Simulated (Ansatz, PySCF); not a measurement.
Molecule: difluoro(methyl)borane, CH3BF2, net charge 0, singlet state. SMILES: CB(F)F
Geometry: optimised at B3LYP-D3(BJ)/def2-TZVP (Ansatz, an electronic-structure program).

Wanted: vertical ionisation energy (to the doublet state of charge +1; each state is the SCF solution reached for its spin), in eV. Correlated levels leave the core frozen unless marked. Open shells are spin-unrestricted. Spin-orbit coupling is left out. Non-relativistic. CBS marks a two-point X^-3 extrapolation of the correlation energy; Hartree-Fock from the larger set. [CCSD(T)-MP2]/basis is that difference in the basis named.

| level | program | vertical ionisation energy (eV) |
|---|---|---|
| HF/aug-cc-pVDZ | Ansatz | 12.69 |
| HF/aug-cc-pVTZ | Ansatz | 12.63 |
| SVWN5/def2-TZVPD | Ansatz | 12.69 |
| CAM-B3LYP/def2-TZVPD | Ansatz | 13.13 |
| wB97M-V/def2-TZVPD | Ansatz | 13.10 |
| RI-MP2/aug-cc-pVTZ | Ansatz | 13.38 |
| RI-MP2/CBS(aug-cc-pVTZ,aug-cc-pVQZ)+[CCSD(T)-MP2]/aug-cc-pVTZ | Ansatz | 13.38 |

For comparison, minus the highest occupied orbital energy (PySCF): 10.07 eV at B3LYP/def2-TZVPD, 14.31 eV at HF/def2-TZVPD, 11.80 eV at M06-2X/def2-TZVPD.
